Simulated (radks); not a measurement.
Values are calculated unless marked as measured or tabulated.
Orbital eigenvalues (eV) of the nitrogen ion N+, [He] 2s2 2p2, at several levels of relativity; Dirac values are averaged over j with weights 2j + 1. Spin-unpolarised spherical Kohn-Sham, PBE, point nucleus unless stated (finite: rms radius 2.5582 fm), a radial shooting solver on a logarithmic mesh with Libxc functionals. A level marked "c x" has the speed of light scaled by that factor and shares open shells by 2j + 1; other Dirac levels either fill j = l - 1/2 first or share by 2j + 1.

| shell | non-rel. | scalar-rel. | Dirac, low j first | Dirac, 2j+1 shares, finite nucleus | change of magnitude, last against first (%) |
|---|---|---|---|---|---|
| 1s | -401.44 | -401.68 | -401.65 | -401.67 | +0.06 |
| 2s | -32.434 | -32.462 | -32.455 | -32.462 | +0.09 |
| 2p | -20.693 | -20.688 | -20.681 | -20.688 | -0.03 |
